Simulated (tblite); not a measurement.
Compound: GeH10Si3.
SMILES with atom numbers: `[SiH3:1][SiH2:2][SiH2:3][GeH3:4]` (hydrogens: H5, H6, H7 on Si1; H8, H9 on Si2; H10, H11 on Si3; H12, H13, H14 on Ge4)

Computed with GFN2-xTB (tblite), gas phase: L-BFGS steps from a force-field or distance-geometry start until the largest atomic force falls under 0.01 eV/Å.

Step 1: E = -331.1283 eV
```
atom  x, y, z in Å  |  force x, y, z in eV/Å
Si1     2.2124    0.3422    0.3930    0.248   0.209   0.255
Si2     0.8601   -0.3655   -1.2740    0.255  -0.111  -0.345
Si3    -1.0831   -1.0591   -0.3592   -0.524  -0.228  -0.044
Ge4    -2.0284    0.7075    0.7999   -0.021  -0.252   0.109
H5      3.4802    0.7770   -0.1749    0.202   0.091   0.197
H6      2.4240   -0.7596    1.3324    0.110   0.120   0.106
H7      1.5622    1.4642    1.0825    0.190  -0.048   0.082
H8      0.6066    0.7429   -2.1861    0.034   0.021  -0.315
H9      1.4953   -1.4855   -1.9653    0.036   0.041  -0.289
H10    -0.8278   -2.1706    0.5584   -0.138  -0.106  -0.018
H11    -1.9876   -1.4827   -1.4324   -0.136  -0.170   0.134
H12    -3.3755    0.2542    1.4111    0.424   0.557  -0.078
H13    -1.0821    1.1431    1.9455   -0.616   0.076  -0.373
H14    -2.2569    1.8915   -0.1530   -0.066  -0.197   0.581
```

Step 2: E = -331.2070 eV
```
atom  x, y, z in Å  |  force x, y, z in eV/Å
Si1     2.2243    0.3525    0.4058    0.016  -0.100  -0.178
Si2     0.8738   -0.3707   -1.2926   -0.205   0.103   0.303
Si3    -1.1101   -1.0706   -0.3603    0.346   0.051  -0.068
Ge4    -2.0294    0.6962    0.8051    0.023  -0.138  -0.113
H5      3.4885    0.7807   -0.1664    0.265   0.119   0.182
H6      2.4287   -0.7543    1.3368    0.121   0.087   0.138
H7      1.5707    1.4615    1.0856    0.094   0.121   0.180
H8      0.6080    0.7437   -2.1994    0.057  -0.035  -0.272
H9      1.4962   -1.4827   -1.9770    0.156  -0.159  -0.409
H10    -0.8337   -2.1749    0.5574   -0.151  -0.133  -0.002
H11    -1.9924   -1.4895   -1.4257   -0.384  -0.275  -0.127
H12    -3.3566    0.2784    1.4074    0.137   0.426   0.055
H13    -1.1089    1.1463    1.9291   -0.413   0.098  -0.173
H14    -2.2597    1.8831   -0.1280   -0.062  -0.164   0.482
```

Step 3: E = -331.2491 eV
```
atom  x, y, z in Å  |  force x, y, z in eV/Å
Si1     2.2325    0.3573    0.4109   -0.066  -0.191  -0.324
Si2     0.8798   -0.3719   -1.3000   -0.310   0.126   0.432
Si3    -1.1221   -1.0775   -0.3617    0.627   0.093  -0.136
Ge4    -2.0294    0.6867    0.8061    0.056  -0.089  -0.252
H5      3.4983    0.7851   -0.1577    0.262   0.119   0.178
H6      2.4338   -0.7494    1.3420    0.121   0.073   0.139
H7      1.5777    1.4619    1.0908    0.065   0.163   0.196
H8      0.6099    0.7432   -2.2124    0.072  -0.092  -0.209
H9      1.4994   -1.4835   -1.9914    0.142  -0.133  -0.376
H10    -0.8401   -2.1798    0.5566   -0.151  -0.135   0.001
H11    -2.0021   -1.4987   -1.4236   -0.423  -0.284  -0.169
H12    -3.3427    0.3010    1.4062   -0.109   0.305   0.159
H13    -1.1329    1.1502    1.9159   -0.219   0.129   0.013
H14    -2.2627    1.8750   -0.1038   -0.066  -0.085   0.350
```

Step 4: E = -331.2987 eV
```
atom  x, y, z in Å  |  force x, y, z in eV/Å
Si1     2.2427    0.3607    0.4124   -0.110  -0.167  -0.337
Si2     0.8840   -0.3716   -1.3047   -0.266   0.037   0.329
Si3    -1.1284   -1.0865   -0.3664    0.674   0.002  -0.303
Ge4    -2.0282    0.6720    0.8020    0.069  -0.096  -0.328
H5      3.5160    0.7931   -0.1427    0.206   0.096   0.174
H6      2.4429   -0.7414    1.3514    0.112   0.072   0.107
H7      1.5886    1.4652    1.1011    0.079   0.115   0.145
H8      0.6140    0.7403   -2.2331    0.084  -0.167  -0.104
H9      1.5054   -1.4856   -2.0168    0.046   0.030  -0.233
H10    -0.8516   -2.1887    0.5554   -0.143  -0.116  -0.007
H11    -2.0225   -1.5160   -1.4232   -0.322  -0.220  -0.067
H12    -3.3275    0.3365    1.4082   -0.406   0.135   0.270
H13    -1.1681    1.1582    1.8998    0.059   0.172   0.265
H14    -2.2680    1.8633   -0.0656   -0.083   0.107   0.089
```

Question: Estimate the geometry and energy of step 5. (The exact step hangs on the optimiser's Hessian estimate; all steps are aligned on step 4, rigid shifts and turns removed.)

Answer: E = -331.3339 eV, largest force 0.614 eV/Å
```
atom  x, y, z in Å  |  force x, y, z in eV/Å
Si1     2.2481    0.3608    0.4083   -0.072  -0.060  -0.202
Si2     0.8833   -0.3712   -1.3039   -0.108  -0.052   0.090
Si3    -1.1226   -1.0936   -0.3751    0.458  -0.144  -0.383
Ge4    -2.0262    0.6601    0.7936    0.013  -0.122  -0.181
H5      3.5313    0.8001   -0.1294    0.122   0.061   0.170
H6      2.4510   -0.7346    1.3595    0.095   0.089   0.054
H7      1.5976    1.4690    1.1103    0.117   0.018   0.061
H8      0.6183    0.7351   -2.2486    0.081  -0.205  -0.026
H9      1.5098   -1.4856   -2.0375   -0.040   0.170  -0.099
H10    -0.8618   -2.1966    0.5543   -0.127  -0.079  -0.035
H11    -2.0411   -1.5312   -1.4233   -0.170  -0.142   0.069
H12    -3.3249    0.3626    1.4145   -0.447   0.046   0.260
H13    -1.1902    1.1667    1.8940    0.174   0.156   0.331
H14    -2.2731    1.8579   -0.0389   -0.097   0.263  -0.110
```

The energy changes by -0.0352 eV. The first-order estimate −F·Δx gives -0.0473 eV and the mean of the old and new forces, exact on a quadratic surface, -0.0351 eV. The step makes an angle of 60° with the force vector and moves no atom by more than 0.028 Å.

What follows is the cost of the whole relaxation. Time: 0.63 s. Hardware: an Arm Neoverse N1 with one thread, shared host with 64 logical CPUs at a one-minute load of 60.
